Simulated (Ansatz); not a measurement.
`[SiH3][O][GeH2][Cl]` → H₂ + `[SiH3][O][Ge][Cl]` at 298.15 K and 1 bar (germylene formation by 1,1-elimination).

Calculated with Ansatz (gas phase, PBE0-D4/def2-TZVP geometries, no zero-point term in ΔE). CCSD(T)/CBS is the MP2 limit (def2-TZVPP, def2-QZVPP) plus CCSD(T) − MP2 in def2-TZVPP, frozen cores. This one scheme is used for every species. For Ge outer-core shells are correlated without core-valence functions, which leaves a few kJ/mol of doubt a bond. Scalar relativity is left out up to krypton. Each species was taken in one conformer, which may not be the lowest.

```csv
species,CCSD(T)/CBS energy (Eh),H − E (kJ/mol),S (J/(mol·K))
`[SiH3][O][GeH2][Cl]`,-2903.24621,144.8,371.8
H₂,-1.17544,35.1,130.4
`[SiH3][O][Ge][Cl]`,-2902.05095,99.8,352.4
```

H − E and S are ideal-gas, rigid-rotor, harmonic terms from PBE0-D4/def2-TZVP, for one conformer and one mirror image of each species. For small species the MP2-based limit differs from directly extrapolated CCSD(T) by up to some mEh (0.8 for H₂); such offsets cancel only in part. 1 Eh = 2625.50 kJ/mol, R = 8.31446 J/(mol·K).

**Question.** By hand: ΔE, ΔH, ΔS and ΔG.

**Answer.** ΔE = (-1.17544) + (-2902.05095) − (-2903.24621) = 0.01982 Eh = 52.0 kJ/mol. Δ(H − E) = 35.1 + 99.8 − 144.8 = -9.9, so ΔH = 42.1 kJ/mol. ΔS = 130.4 + 352.4 − 371.8 = 111.0 J/(mol·K). ΔG = 42.1 − 298.15 × (111.0)/1000 = 9.0 kJ/mol.

**Question.** By hand: the equilibrium constant, and the temperature at which ΔG would vanish if ΔH and ΔS stayed fixed.

**Answer.** log₁₀ K = −ΔG/(RT ln 10) = -1.6. ΔG = 0 at ΔH/ΔS = 379 K.

The number of gas molecules changes by +1, which sets the sign of ΔS. A doubt of 5 kJ/mol in ΔE shifts log₁₀ K by 0.9 here. Other conformers and mirror images would add mixing entropy, several J/(mol·K) or more a flexible species. Modes under 60 cm⁻¹, often nearly free rotors, make the harmonic entropy too high. These are equilibria of isolated gas molecules and say nothing of rates. Largest T1 diagnostic: 0.014 (customary marks: 0.02 for closed shells, 0.045 for open ones).
